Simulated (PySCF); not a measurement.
A survey of 29Si NMR shifts

PySCF 2.14 calculation with GFN2-xTB structure and GIAO PBE0/pcSseg-1 shieldings; averaged over atoms made equivalent by symmetry, fast rotation or ring inversion, one computed conformer, in vacuum, relativity neglected.

Shieldings were converted by a linear fit to measured shifts: 29Si (scatter 8.9 ppm rms, 25.8 ppm with the 6 outliers that the fit left out vs TMS, solution or neat liquid). Occasional misses reach two or three times the rms, and more in compound classes unlike the fitted ones.

Problem. Give the 29Si shifts of `C[Si@@H]1[SiH2][Si@H](C)[Si@]1(N)P`, `[SiH3]C/C=N/c1ccco1`, `N#CC#C[SiH2]C[SiH3]`, `CC[Si@]1(N)[SiH2][Si@H](P)[SiH2]1`, `C#C[C@@H](/C=C/[SiH3])NC=O`.

Solution. 
```
                                                          compound                                                     environment  δ (ppm)
[CH3:1][Si@@H:2]1[SiH2:3][Si@H:4]([CH3:5])[Si@:6]1([NH2:7])[PH2:8]         Si6: silicon bonded to N, P, 2 Si, in a 4-membered ring      4.6
[CH3:1][Si@@H:2]1[SiH2:3][Si@H:4]([CH3:5])[Si@:6]1([NH2:7])[PH2:8]  Si2/4: silicon bonded to C, 2 Si, H, in a 4-membered ring (×2)    -47.9
[CH3:1][Si@@H:2]1[SiH2:3][Si@H:4]([CH3:5])[Si@:6]1([NH2:7])[PH2:8]          Si3: silicon bonded to 2 Si, 2 H, in a 4-membered ring    -84.9
                                               [SiH3]C/C=N/c1ccco1                                        silicon bonded to C, 3 H    -66.8
                     [N:1]#[C:2][C:3]#[C:4][SiH2:5][CH2:6][SiH3:7]                                 Si5: silicon bonded to 2 C, 2 H    -59.3
                     [N:1]#[C:2][C:3]#[C:4][SiH2:5][CH2:6][SiH3:7]                                   Si7: silicon bonded to C, 3 H    -67.8
 [CH3:1][CH2:2][Si@:3]1([NH2:4])[SiH2:5][Si@H:6]([PH2:7])[SiH2:8]1         Si3: silicon bonded to C, N, 2 Si, in a 4-membered ring      4.9
 [CH3:1][CH2:2][Si@:3]1([NH2:4])[SiH2:5][Si@H:6]([PH2:7])[SiH2:8]1   Si5/8: silicon bonded to 2 Si, 2 H, in a 4-membered ring (×2)    -72.0
 [CH3:1][CH2:2][Si@:3]1([NH2:4])[SiH2:5][Si@H:6]([PH2:7])[SiH2:8]1         Si6: silicon bonded to P, 2 Si, H, in a 4-membered ring    -88.0
                                        C#C[C@@H](/C=C/[SiH3])NC=O                                        silicon bonded to C, 3 H    -66.6
```

Problem. Order these by 29Si shift, lowest first.
A. CCC[SiH2]C=O
B. N#C[C@@H]1[SiH2]C[C@@]12C[C@H]2O
C. C=C(C)C1(C(=C)C)C[SiH2]1
D. C#C[Si@@H](C#N)CCOC
E. CO[Si@@H]1CC=C(C#N)C1

Solution. C (-112.9 ppm, silicon bonded to 2 C, 2 H, in a 3-membered ring), D (-68.2 ppm, silicon bonded to 3 C, H), A (-48.4 ppm, silicon bonded to 2 C, 2 H), B (-37.9 ppm, silicon bonded to 2 C, 2 H, in a 4-membered ring), E (2.9 ppm, silicon bonded to 2 C, O, H, in a 5-membered ring).
